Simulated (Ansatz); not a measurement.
Consider the ligand exchange at the Al–C bond: `C#[C][Al]([OH])[OH]` + dimethylamine → `C[N](C)[Al]([OH])[OH]` + acetylene.

Gas-phase electronic energies from Ansatz, PBE0-D4/def2-TZVP geometries. CBS: MP2 limit from def2 TZ/QZ plus the TZ coupled-cluster correction, frozen cores. This one scheme is used for every species. Functionals use def2-TZVPP. Each species was taken in one conformer, which may not be the lowest.

```
        level  ΔE (kJ/mol)
  LDA (SPW92)        -22.6
       B2PLYP        -14.1
       r2SCAN        -13.6
HF/def2-QZVPP         -7.2
```

Problem. What does CCSD(T)/CBS give? (Estimate.)

Solution. Ansatz gave: -17.6 kJ/mol. The listed levels differ from it by -5.0, 3.5, 4.0, 10.4 kJ/mol.

Largest T1 diagnostic among the species: 0.013.

Leaving LDA and LC-ωPBE aside and taking each functional with its dispersion term where it has one, the values, not all of them listed here, spread over 9.5 kJ/mol, from CAM-B3LYP-D4 to B97M-V. LDA lies −13.0 kJ/mol from PBE without D4. From BLYP to BHLYP (50 % exact exchange), in def2-TZVPP and without D4, ΔE moves by −3.1 kJ/mol.
